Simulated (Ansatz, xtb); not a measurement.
# Two structures of GaHNOSi

Structure I is `O=[Si][NH][Ga]`, a doublet and structure II is a doublet given by its coordinates. Both are isolated molecules in the gas phase, relaxed with PBE0-D3(BJ)/def2-SVP; the shapes shown needn't be the lowest conformers.

I (Å):

```yaml
atoms:
  - { symbol: Ga, position_ang: [-0.4588, 2.4582, -1.7558] }
  - { symbol: N, position_ang: [-0.6408, 0.7065, -0.9868] }
  - { symbol: O, position_ang: [-2.1341, -1.6236, -0.0858] }
  - { symbol: Si, position_ang: [-2.0636, -0.2130, -0.7129] }
  - { symbol: H, position_ang: [0.2061, 0.2130, -0.6817] }
```

II (Å):

```yaml
atoms:
  - { symbol: Ga, position_ang: [1.4969, -0.5986, -0.5164] }
  - { symbol: N, position_ang: [-0.0464, -1.0972, 0.5525] }
  - { symbol: O, position_ang: [0.1024, 0.1287, -1.6073] }
  - { symbol: Si, position_ang: [-1.1098, -0.3641, -0.5910] }
  - { symbol: H, position_ang: [-0.2083, -1.5865, 1.4275] }
```

Close contacts (Å): Ga1–N2 1.94, Ga1–O3 1.91, Ga1–Si4 2.62, N2–Si4 1.73, O3–Si4 1.66, N2–H5 1.02.

Question: Which of the two would you expect CCSD(T)/def2-SVP electronic energies to favour?

Answer: Structure II; the calculation gives E(II) − E(I) = −19.5 kcal/mol.

The same difference at several levels:

| level | geometry | E(II) − E(I) (kcal/mol) | departure from the last row (kcal/mol) | job, with rough time for the two |
| --- | --- | --- | --- | --- |
| GFN2-xTB | GFN2-xTB | −11.4 | +8.1 | optimisation, 0.24 s |
| HF/STO-3G | GFN2-xTB | −19.8 | −0.2 | single point, 13 s |
| r2SCAN-D4/def2-SVP | GFN2-xTB | −16.5 | +3.0 | single point, 4.6 s |
| PBE0-D3(BJ)/def2-SVP | PBE0-D3(BJ)/def2-SVP | −21.5 | −1.9 | optimisation, 59 s |
| HF/def2-SVP | PBE0-D3(BJ)/def2-SVP | −17.4 | +2.1 | part of the CCSD(T) run |
| MP2/def2-SVP | PBE0-D3(BJ)/def2-SVP | −18.6 | +0.9 | part of the CCSD(T) run |
| CCSD(T)/def2-SVP | PBE0-D3(BJ)/def2-SVP | −19.5 |  | single point, 27 s |

The levels shown agree on the order. The largest departure from CCSD(T)/def2-SVP is that of GFN2-xTB, 8.1 kcal/mol.

With harmonic frequencies from PBE0-D3(BJ)/def2-SVP (ideal gas, rigid rotor, one conformer each, 1000 K, 1 atm): the zero-point term adds +0.6 kcal/mol; ΔH is −19.5 and ΔG −13.7 kcal/mol.

Open shells are spin-unrestricted, with notable spin contamination under HF/STO-3G. The correlated steps freeze 16 core orbitals; the filled d shell of Ga is correlated, in a basis made for valence electrons. Codes used: Ansatz 0.2.0, xtb 6.7.1; the last row on 1 thread of Intel(R) Xeon(R) 6975P-C (Granite Rapids) on a shared host.
